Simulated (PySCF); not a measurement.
C4H9O, multiplicity 2. Atoms are numbered in the order given.

```xyz
14

C      0.6088     1.1581     0.7972
C      0.0075     0.0407     0.0044
C     -1.1841    -0.5727     0.7413
C      1.0575    -1.0285    -0.2992
O     -0.4042     0.5215    -1.2684
H      1.2751     1.8603     0.2885
H      0.5492     1.1837     1.8881
H     -0.8828    -1.0000     1.7099
H     -1.6324    -1.3685     0.1289
H     -1.9549     0.1905     0.9354
H      0.6107    -1.8137    -0.9289
H      1.8979    -0.5831    -0.8505
H      1.4387    -1.4852     0.6252
H     -1.0057     1.2581    -1.1117
```
Charge 0, spin multiplicity 2.

Geometry: PBE0-D3(BJ)/def2-SVP. The isomer is the one that the SMILES or the coordinates give; other isomers of the formula were not compared. The values are those of a single conformer.

All values below come from B3LYP/def2-TZVP run with PySCF.

ESP charges are fitted to the potential on shells at 1.4 to 2.0 van der Waals radii. Atomic charges (e):

```csv
atom,ESP fit,Löwdin,Mulliken spin
C1,?,-0.14,1.06
C2,1.01,-0.50,-0.06
C3,?,-0.27,0.01
C4,?,-0.26,0.02
O5,?,0.02,0.02
H6,0.20,0.11,-0.04
H7,0.21,0.11,-0.04
H8,0.17,0.12,0.00
H9,0.16,0.13,0.00
H10,0.15,0.12,0.00
H11,0.15,0.13,0.02
H12,0.16,0.13,0.00
H13,0.14,0.12,0.00
H14,0.39,0.17,0.01
```

Problem. Some entries are withheld; supply them. (Estimate from the structure and the level; the computed values follow.)

Solution. 
- C1, ESP fit: -0.72
- C3, ESP fit: -0.71
- C4, ESP fit: -0.61
- O5, ESP fit: -0.72

Computed Mayer and Wiberg (Löwdin basis) orders of the bonds:
```
bond    Mayer  Wiberg
------  -----  ------
C1–C2    1.00    1.31
C2–C3    0.96    1.18
C2–C4    0.92    1.17
C2–O5    0.97    1.48
C1–H6    0.97    0.93
C1–H7    0.96    0.93
C3–H8    0.96    0.90
C3–H9    0.98    0.90
C3–H10   0.97    0.90
C4–H11   0.97    0.89
C4–H12   0.98    0.90
C4–H13   0.97    0.90
O5–H14   0.90    1.01
```
